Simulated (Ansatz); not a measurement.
Problem. Predict a relaxed structure of VS(OH)3 (VSO₃H₃), charge 0, singlet, at r2SCAN-D4/def2-SVP (Ansatz).

Solution. 
```tsv
atom	x (Å)	y (Å)	z (Å)
V1	-0.004	0.022	0.010
S2	0.259	-1.774	-0.873
O3	0.514	-0.051	1.683
H4	0.870	-0.860	2.078
O5	-1.696	0.475	-0.041
H6	-2.369	-0.090	-0.446
O7	0.937	1.244	-0.822
H8	1.489	1.035	-1.590
```
Point group C3v (tolerance 0.1 Å). The metal has 4 neighbours: S 2.02 Å, O 1.75 Å, O 1.75 Å, O 1.75 Å. This is one stationary point.

The restricted singlet is unstable towards broken spin symmetry in Hartree–Fock (as tested in another run); at r2SCAN-D4/def2-SVP this wasn't settled.
